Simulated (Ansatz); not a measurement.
Coupled-cluster diagnostics for RuO₂⁺, Ansatz.

Geometry of the doublet (PBE0-D4/def2-TZVP):

```tsv
atom	x (Å)	y (Å)	z (Å)
Ru1	1.3698	0.8594	-0.0678
O2	-0.1300	-0.4883	0.2556
O3	-1.2397	-0.3711	-0.1878
```

In the def2 sets Ru takes a core potential; there is no spin–orbit coupling. Correlated methods freeze 2 core orbitals; core or outer-core shells of Ru are correlated, in sets that lack core-valence functions. The structure holds 1 bond(s) between oxygen atoms. Another isomer (doublet) lies 1.20 eV lower at PBE0-D4/def2-TZVP; other spin states weren't run for this one.

**Question.** Estimate the CCSD(T) correlation energy, the shares of MP2 and (T), T1 and the reference's ⟨S²⟩ for: charge 1, doublet, own geometry in def2-TZVPP; and the rough time on 4 threads of Arm Neoverse V1 on a shared host.

**Answer.** 
| state | basis | correlation (eV) | MP2 share (%) | (T) share (%) | T1 | ⟨S²⟩ (pure) | wall time | remarks |
| --- | --- | --- | --- | --- | --- | --- | --- | --- |
| charge 1, doublet, own geometry | def2-TZVPP | -25.208 | 95.8 | 3.6 | 0.026 | 2.73 (0.75) | 21 s | flagged by the program, spin-contaminated |
Customary marks for T1 are 0.02 (closed shells), 0.045 (open shells) and about 0.05 (3d metals). T1 exceeds 0.02 in 1 of 1 rows and 0.045 in 0; the higher it lies, the less the single-reference result can be trusted.
